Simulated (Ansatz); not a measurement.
Cost and result for the atomization energy of C$_{2}$H$_{6}$AlBO, SMILES `O[CH2][Al]1[BH][CH2]1` (11 atoms, 11 bonds).

```xyz
11

O     0.5169   -2.2977    0.0434
C     1.1859   -1.1949    0.6629
Al   -0.1293    0.2747    0.9308
B    -1.4270    1.6570    0.4313
C    -0.7640    1.3203   -0.8289
H     0.2634   -2.0474   -0.8484
H     2.0872   -0.8998    0.1095
H     1.5358   -1.5638    1.6306
H    -2.3517    2.3559    0.6753
H     0.1357    0.6900   -0.9987
H    -1.0529    1.7058   -1.8079
```

Charge 0, multiplicity 1. All single points use the PBE0-D4/def2-TZVP geometry. It is one conformer, not always the lowest. Program: Ansatz. All runs use 4 threads of an Arm Neoverse V1 on a shared host. Times are those of one run each, without the atoms' runs, and a repeat can differ threefold. Electronic energies, without spin–orbit coupling; frozen cores. CCSD(T)/CBS adds CCSD(T) − MP2 in def2-TZVPP to the MP2 limit, and its time is that of the two runs behind it. T1 = 0.013. B3LYP takes the VWN-RPA correlation (the form of Gaussian; ORCA's B3LYP/G).

CCSD(T)/CBS is a level of theory with its own doubt, some kJ/mol a heavy atom from the limit and from the frozen cores, so smaller differences don't rank the functionals.

```json
{"level": "PBE-D4/def2-TZVPP (with forces)", "functions": "250", "wall time": "2.4 s"}
{"level": "PBE0-D4/def2-TZVPP", "functions": "250", "wall time": "2.6 s"}
{"level": "B3LYP-D4/def2-TZVPP (with forces)", "functions": "250", "wall time": "4.1 s"}
{"level": "r2SCAN-D4/def2-TZVPP (with forces)", "functions": "250", "wall time": "4.3 s"}
{"level": "B2PLYP/def2-TZVPP", "functions": "250", "wall time": "5.5 s"}
{"level": "ωB97X-V/def2-TZVPP", "functions": "250", "wall time": "7 s"}
{"level": "ωB97M-V/def2-TZVPP (with forces)", "functions": "250", "wall time": "11 s"}
{"level": "MP2/def2-QZVPP", "functions": "478", "wall time": "26 s"}
{"level": "CCSD(T)/def2-TZVPP", "functions": "250", "wall time": "110 s"}
{"level": "CCSD(T)/CBS(def2)", "functions": "–", "wall time": "2.3 min"}
```

Problem. What atomization energy does each give, and how far from CCSD(T)/CBS? (Best estimate.)

Solution. Computed: 
| level | atomization (kJ/mol) | difference from CCSD(T)/CBS | per bond |
| --- | --- | --- | --- |
| PBE-D4/def2-TZVPP (with forces) | 4013.3 | 114.1 | 10.4 |
| PBE0-D4/def2-TZVPP | 3929.9 | 30.7 | 2.8 |
| B3LYP-D4/def2-TZVPP (with forces) | 3903.0 | 3.8 | 0.4 |
| r2SCAN-D4/def2-TZVPP (with forces) | 3944.2 | 45.0 | 4.1 |
| B2PLYP/def2-TZVPP | 3864.4 | -34.8 | -3.2 |
| ωB97X-V/def2-TZVPP | 3904.6 | 5.4 | 0.5 |
| ωB97M-V/def2-TZVPP (with forces) | 3924.2 | 25.0 | 2.3 |
| MP2/def2-QZVPP | 3935.7 | 36.5 | 3.3 |
| CCSD(T)/def2-TZVPP | 3799.3 | -99.9 | -9.1 |
| CCSD(T)/CBS(def2) | 3899.2 | 0.0 | 0.0 |

The D4 term adds +30.1 kJ/mol with B3LYP and +15.8 kJ/mol with PBE0; it sums over pairs of atoms, weighted by their polarisabilities, and B3LYP, whose exchange is more repulsive, gets the larger term. In def2-TZVPP, CCSD(T) changes the Hartree–Fock value by +1004.3 kJ/mol (the triples alone add +69.9 kJ/mol) and MP2 by +1081.8 kJ/mol; breaking electron pairs costs correlation energy, which Hartree–Fock lacks. From PBE to PBE0 (25 % exact exchange), in def2-TZVPP and without D4, the atomization energy moves by −80.5 kJ/mol: exact exchange takes away binding that semilocal exchange gives to molecules.
